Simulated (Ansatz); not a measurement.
The cluster ZrTe₂. Total charge 0; singlet. Geometry PBE-D4/def2-TZVP, basis def2-TZVP, Ansatz.

```xyz
3

Zr    0.712    0.685   -0.141
Te   -1.603    1.120    0.875
Te    0.891   -1.805   -0.734
```

| run | HOMO (eV) | LUMO (eV) |
| --- | --- | --- |
| A | -5.92 | -3.21 |
| B | -4.94 | -4.10 |
| C | -5.13 | -3.88 |
| D | -5.45 | -3.60 |
| E | -5.79 | -3.32 |
| F | -5.12 | -4.40 |

In the def2 sets Te, Zr take a core potential; there is no spin–orbit coupling. The structure comes from a short search, and lower isomers may exist.

Problem. The runs used LDA (SPW92), PBE, PBE0, r2SCAN, r2SCAN0, r2SCANh. Estimate which is which.

Solution. A r2SCAN0 (25 % exact exchange); B PBE (0 % exact exchange); C r2SCAN (0 % exact exchange); D r2SCANh (10 % exact exchange); E PBE0 (25 % exact exchange); F LDA (SPW92) (0 % exact exchange). Exact exchange lowers occupied and raises empty levels; among semilocal functionals meta-GGAs tend to open the gap a little, and such runs are hard to tell apart. The gap grows from 0.72 eV (LDA (SPW92)) to 2.72 eV (r2SCAN0).
